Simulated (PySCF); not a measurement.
Simulated C 1s region for `C=C[SiH]1CC1`, binding energy against the vacuum level.

Every computed line was given a Gaussian of 0.4 eV full width at half maximum and an area set by the number of equivalent atoms; the highest printed point is 100. Level of theory: delta-SCF UKS SCAN, pcX-2 on the ionised atom, pcseg-1 elsewhere, spin-free X2C (PySCF).

```json
{"binding energy (eV)": "289.2", "intensity": "1"}
{"binding energy (eV)": "289.3", "intensity": "5"}
{"binding energy (eV)": "289.4", "intensity": "18"}
{"binding energy (eV)": "289.5", "intensity": "44"}
{"binding energy (eV)": "289.6", "intensity": "77"}
{"binding energy (eV)": "289.7", "intensity": "99"}
{"binding energy (eV)": "289.8", "intensity": "98"}
{"binding energy (eV)": "289.9", "intensity": "91"}
{"binding energy (eV)": "290.0", "intensity": "94"}
{"binding energy (eV)": "290.1", "intensity": "100"}
{"binding energy (eV)": "290.2", "intensity": "87"}
{"binding energy (eV)": "290.3", "intensity": "56"}
{"binding energy (eV)": "290.4", "intensity": "25"}
{"binding energy (eV)": "290.5", "intensity": "8"}
{"binding energy (eV)": "290.6", "intensity": "2"}
{"binding energy (eV)": "290.7", "intensity": "0"}
```

Task: How many maxima does the curve show, and how many computed lines lie under it?

Result: The curve has 2 maxima (at 289.7 and 290.1 eV). Under it lie 3 lines from 3 inequivalent carbon sites. At this width some lines have no maximum of their own.

Task: Decompose the envelope and assign each component. Numbering: `[CH2:1]=[CH:2][SiH:3]1[CH2:4][CH2:5]1`.

Result: 
```tsv
position (eV)	relative area	line	atoms	environment
289.71	2	C 1s	C4/C5	sp3 carbon bound to silicon
290.11	1	C 1s	C1	terminal =CH2 carbon
290.14	1	C 1s	C2	alkene CH carbon
```

Task: What are the centre and the root-mean-square width of the whole band?

Result: The area-weighted mean of the lines is 289.92 eV. Their own spread about it is 0.21 eV (rms) and each Gaussian has σ = 0.4/2.355 = 0.17 eV; the variances add, which gives 0.27 eV.

Lowest listed C 1s: C4/C5, bonded to C, 2 H and Si. Highest, 0.43 eV above it: C2, bonded to C (double bond), H and Si. The widest gap between neighbouring values is 0.40 eV, between 289.71 and 290.11 eV. Summing the Pauling electronegativity differences to the bonded atoms, each weighted by its formal bond order, gives -1.35 for the lowest site and -1.00 for the highest; the largest sum, -0.70, belongs to C1, 0.03 eV below the top. The values 290.11 and 290.14 eV lie too close for their order to be trusted.

No satellites, vibrations or lifetime broadening are included. Atoms equivalent by their bonding share one computed value, that of the first of them. The structure is a single GFN2-xTB conformer in the gas phase; no vibrational or solvent corrections.

Shape of the structure used: `[CH2:1]=[CH:2][SiH:3]1[CH2:4][CH2:5]1`: C1–C2–Si3–C4 -26°.
